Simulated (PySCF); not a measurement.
Mapped SMILES: `[CH2:1]=[CH:2][C@@H:3]([CH3:4])[C:5]1=[CH:6][SiH2:7][CH2:8][O:9]1`. Each H is labelled by its parent atom. Ha(C1) is cis to C3; Ha(Si7), Ha(C8) are pro-R; Hb(Si7), Hb(C8) are pro-S; Hb(C1) is trans to C3.

[PySCF 2.14.0 with density-fitted response routines: NMR shieldings at PBE0/pcSseg-1/GIAO; geometry from GFN2-xTB; isolated molecule; one averaged value for each set of equivalent atoms; one conformer; non-relativistic Hamiltonian]

Scale: TMS for $^{13}$C (186.93 ppm), $^{1}$H (31.72 ppm), $^{29}$Si (349.16 ppm); H2O for $^{17}$O (336.08 ppm) (reference shieldings calculated alike).

| atoms | nucleus | count | Hirshfeld charge | δ (ppm) |
| --- | --- | --- | --- | --- |
| O9 | $^{17}$O | 1 | -0.09 | ? |
| Hb(C8) | $^{1}$H | 1 | 0.04 | 4.16 |
| Ha(C8) | $^{1}$H | 1 | 0.04 | ? |
| C2 | $^{13}$C | 1 | -0.04 | 150.6 |
| H(C6) | $^{1}$H | 1 | 0.04 | 4.44 |
| Si7 | $^{29}$Si | 1 | 0.33 | ? |
| Hb(C1) | $^{1}$H | 1 | 0.05 | 5.19 |
| C4 | $^{13}$C | 1 | -0.12 | 22.1 |
| H(C2) | $^{1}$H | 1 | 0.04 | ? |
| Ha(C1) | $^{1}$H | 1 | 0.04 | 5.32 |
| Ha(Si7) | $^{1}$H | 1 | -0.08 | 4.77 |
| C3 | $^{13}$C | 1 | -0.02 | 52.0 |
| C6 | $^{13}$C | 1 | -0.21 | 83.1 |
| Hb(Si7) | $^{1}$H | 1 | -0.08 | 4.75 |
| H(C3) | $^{1}$H | 1 | 0.05 | ? |
| H(C4) | $^{1}$H | 3 | 0.04 | 1.22 |
| C5 | $^{13}$C | 1 | 0.09 | ? |
| C1 | $^{13}$C | 1 | -0.11 | 119.8 |
| C8 | $^{13}$C | 1 | -0.08 | 58.7 |

**Question.** Complete the table.

**Answer.** 
- C5: 189.8 ppm, alkene carbon bearing oxygen; an sp2 carbon further deshielded by the attached heteroatom
- H(C2): 6.30 ppm, hydrogen on an alkene CH; olefinic region
- Ha(C8): 4.16 ppm, hydrogen on an sp3 CH2 bonded to O and Si; its carbon carries O, an electronegative neighbour
- H(C3): 3.01 ppm, hydrogen on an allylic sp3 CH; allylic position
- Si7: -39.4 ppm, silicon bonded to 2 C, 2 H, in a 5-membered ring
- O9: 149.7 ppm, ether oxygen

Shifts are as computed. Against solution values, carbons near 30 ppm lie about +3 ppm off and those near 130 ppm about +5 ppm. Of 1211 compounds with measured shifts, 218 miss one by over three times the rms of a fit or turn the order of signals round; such compounds aren't used in these exercises. Experimental scales use liquid or dissolved standards, which lie at an offset from isolated H2O (liquid H2O: subtract about 36 ppm).
